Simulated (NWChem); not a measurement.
System: C4H6O; SMILES C#CCOC

Here is an NWChem input.

```
start job
memory heap 200 mb stack 900 mb global 1100 mb
geometry units angstroms noautoz
  C      0.280862     2.577591     0.000000
  C     -0.091173     1.430051     0.000000
  C     -0.580842     0.052305     0.000000
  O      0.509952    -0.851328     0.000000
  C      0.078048    -2.195680     0.000000
  H      0.624182     3.587034     0.000000
  H     -1.220068    -0.114017     0.885505
  H     -1.220068    -0.114017    -0.885505
  H      0.976162    -2.817948     0.000000
  H     -0.522676    -2.432829     0.893482
  H     -0.522676    -2.432829    -0.893482
end
basis spherical
  * library def2-tzvp
end
dft
  xc b3lyp
  iterations 150
  semidirect filesize 400000000
  mulliken
end
task dft energy
```

Output (shortened):

```
             Northwest Computational Chemistry Package (NWChem) 7.3.0
             --------------------------------------------------------

 CS  symmetry detected

                             Geometry "geometry" -> ""
                             -------------------------

 Output coordinates in angstroms (scale by  1.889725989 to convert to a.u.)

  No.       Tag          Charge          X              Y              Z
 ---- ---------------- ---------- -------------- -------------- --------------
    1 C                    6.0000     0.27350726     2.57616401     0.00000000
    2 C                    6.0000    -0.09895395     1.42876227     0.00000000
    3 C                    6.0000    -0.58913466     0.05119825     0.00000000
    4 O                    8.0000     0.50132363    -0.85283985     0.00000000
    5 C                    6.0000     0.06892033    -2.19703133     0.00000000
    6 H                    1.0000     0.61720217     3.58547942     0.00000000
    7 H                    1.0000    -1.22842239    -0.11488631     0.88550500
    8 H                    1.0000    -1.22842239    -0.11488631    -0.88550500
    9 H                    1.0000     0.96680314    -2.81963287     0.00000000
   10 H                    1.0000    -0.53189172    -2.43395719     0.89348200
   11 H                    1.0000    -0.53189172    -2.43395719    -0.89348200

 Effective nuclear repulsion energy (a.u.)     156.4785394252

      Symmetry information
      --------------------

 Group name             Cs
 Group number              2
 Group order               2
 No. of unique centers     9

                                 NWChem DFT Module
                                 -----------------

 Summary of "ao basis" -> "ao basis" (spherical)
 ------------------------------------------------------------------------------
       Tag                 Description            Shells   Functions and Types
 ---------------- ------------------------------  ------  ---------------------
 C                         def2-tzvp                11       31   5s3p2d1f
 O                         def2-tzvp                11       31   5s3p2d1f
 H                         def2-tzvp                 4        6   3s1p

      Symmetry analysis of basis
      --------------------------

        a'        127
        a"         64

            General Information
            -------------------
          SCF calculation type: DFT
          Wavefunction type:  closed shell.
          No. of atoms     :    11
          No. of electrons :    38
           Alpha electrons :    19
            Beta electrons :    19
          Charge           :     0
          Spin multiplicity:     1
          Use of symmetry is: on ; symmetry adaption is: on
          Maximum number of iterations: 150
          AO basis - number of functions:   191
                     number of shells:    79
          Convergence on energy requested:  1.00D-06
          Convergence on density requested:  1.00D-05
          Convergence on gradient requested:  5.00D-04

              XC Information
              --------------
                         B3LYP Method XC Potential
                     Hartree-Fock (Exact) Exchange  0.200
                        Slater Exchange Functional  0.800 local
                    Becke 1988 Exchange Functional  0.720 non-local
              Lee-Yang-Parr Correlation Functional  0.810
                  VWN I RPA Correlation Functional  0.190 local

             Grid Information
             ----------------
          Grid used for XC integration:  medium
          Radial quadrature: Mura-Knowles
          Angular quadrature: Lebedev.
          Tag              B.-S. Rad. Rad. Pts. Rad. Cut. Ang. Pts.
          ---              ---------- --------- --------- ---------
          C                   0.70       49          14.0       434
          O                   0.60       49          12.0       434
          H                   0.35       45          14.0       434
          Grid pruning is: on
          Number of quadrature shells:   425
          Spatial weights used:  Erf1

      Superposition of Atomic Density Guess
      -------------------------------------

 Sum of atomic energies:        -228.46847526

      Non-variational initial energy
      ------------------------------

 Total energy =    -231.187073
 1-e energy   =    -617.637785
 2-e energy   =     229.972173
 HOMO         =      -0.319814
 LUMO         =       0.019092

      Symmetry analysis of molecular orbitals - initial
      -------------------------------------------------

  Numbering of irreducible representations:

     1 a'          2 a"

  Orbital symmetries:

     1 a'          2 a'          3 a'          4 a'          5 a'
     6 a'          7 a'          8 a'          9 a'         10 a'
    11 a'         12 a"         13 a'         14 a"         15 a'
    16 a'         17 a"         18 a'         19 a"         20 a'
    21 a"         22 a'         23 a'         24 a'         25 a'
    26 a'         27 a"         28 a'         29 a"

------------------------------------------------------------
EAF file 0: "./job.aoints.0" size=362283008 bytes
------------------------------------------------------------
               write      read    awrite     aread      wait
               -----      ----    ------     -----      ----
     calls:      691         0         0         0         0
   data(b): 3.62e+08  0.00e+00  0.00e+00  0.00e+00
   time(s): 0.00e+00  0.00e+00  0.00e+00  0.00e+00  0.00e+00
rate(mb/s): 0.00e+00  0.00e+00
------------------------------------------------------------

     ---------------------------------------------
      Total Density - Mulliken Population Analysis
     ---------------------------------------------

    Atom       Charge   Shell Charges
 -----------   ------   -------------------------------------------------------
    1 C    6     6.31   0.86  1.12  0.60  0.49  0.10  1.23  1.45  0.44  0.01 -0.00  0.01
    2 C    6     6.01   0.86  1.12  0.60  0.53  0.14  1.19  1.20  0.26  0.02  0.07  0.01
    3 C    6     6.00   0.86  1.12  0.52  0.64  0.19  1.08  1.16  0.30  0.02  0.10  0.01
    4 O    8     8.48   0.79  1.18  0.59  0.95  0.24  1.93  2.11  0.67  0.00  0.03  0.00
    5 C    6     6.18   0.86  1.12  0.54  0.65  0.13  1.14  1.27  0.38  0.02  0.06  0.01
    6 H    1     0.75   0.22  0.42  0.09  0.02
    7 H    1     0.85   0.24  0.45  0.14  0.02
    8 H    1     0.85   0.24  0.45  0.14  0.02
    9 H    1     0.85   0.25  0.46  0.13  0.02
   10 H    1     0.86   0.25  0.45  0.14  0.02
   11 H    1     0.86   0.25  0.45  0.14  0.02

   convergence    iter        energy       DeltaE   RMS-Dens  Diis-err
 ---------------- ----- ----------------- --------- --------- ---------
 d= 0,ls=0.0,diis     1   -231.1773947654 -3.88D+02  9.18D-03  9.19D-01
 d= 0,ls=0.0,diis     2   -231.1965473230 -1.92D-02  4.82D-03  6.56D-01
 d= 0,ls=0.0,diis     3   -231.2446658988 -4.81D-02  1.91D-03  1.77D-01
 d= 0,ls=0.0,diis     4   -231.2580620331 -1.34D-02  3.64D-04  1.90D-02
 d= 0,ls=0.0,diis     5   -231.2599504659 -1.89D-03  2.32D-04  2.68D-03
  Resetting Diis
 d= 0,ls=0.0,diis     6   -231.2602361604 -2.86D-04  1.09D-04  2.81D-04
 d= 0,ls=0.0,diis     7   -231.2602692424 -3.31D-05  1.48D-05  1.56D-06
 d= 0,ls=0.0,diis     8   -231.2602690703  1.72D-07  1.02D-05  3.16D-06
 d= 0,ls=0.0,diis     9   -231.2602694080 -3.38D-07  1.79D-06  3.13D-07

         Total DFT energy =     -231.260269407990
      One electron energy =     -622.066494996979
           Coulomb energy =      266.814592133496
    Exchange-Corr. energy =      -32.486905969677
 Nuclear repulsion energy =      156.478539425170

 Numeric. integr. density =       38.000001905014

                  Occupations of the irreducible representations
                  ----------------------------------------------

                     irrep           alpha         beta
                     --------     --------     --------
                     a'               15.0         15.0
                     a"                4.0          4.0

                       DFT Final Molecular Orbital Analysis
                       ------------------------------------

 Vector   17  Occ=2.000000D+00  E=-2.899226D-01  Symmetry=a'
              MO Center=  7.8D-02,  1.9D+00, -4.2D-16, r^2= 1.8D+00
   Bfn.  Coefficient  Atom+Function         Bfn.  Coefficient  Atom+Function
  ----- ------------  ---------------      ----- ------------  ---------------
     6      0.289084   1 C  px               37      0.289130   2 C  px
    40      0.242385   2 C  px                9      0.225456   1 C  px
    12      0.138352   1 C  px                7     -0.097065   1 C  py
    43      0.095525   2 C  px               38     -0.092031   2 C  py
    44     -0.087339   2 C  py               41     -0.077389   2 C  py

 Vector   18  Occ=2.000000D+00  E=-2.897143D-01  Symmetry=a"
              MO Center=  1.5D-01,  7.0D-01, -1.3D-15, r^2= 4.0D+00
   Bfn.  Coefficient  Atom+Function         Bfn.  Coefficient  Atom+Function
  ----- ------------  ---------------      ----- ------------  ---------------
   101      0.279576   4 O  pz                8     -0.243212   1 C  pz
    39     -0.239586   2 C  pz              104      0.230810   4 O  pz
    42     -0.201699   2 C  pz               11     -0.189744   1 C  pz
   107      0.175165   4 O  pz               14     -0.117905   1 C  pz
    45     -0.106611   2 C  pz              181     -0.094794  10 H  s

[...]
```

Level: B3LYP/def2-TZVP. Structure relaxed at the B3LYP/6-31G* (spherical d) level. B3LYP is NWChem's, with the RPA form of VWN correlation.
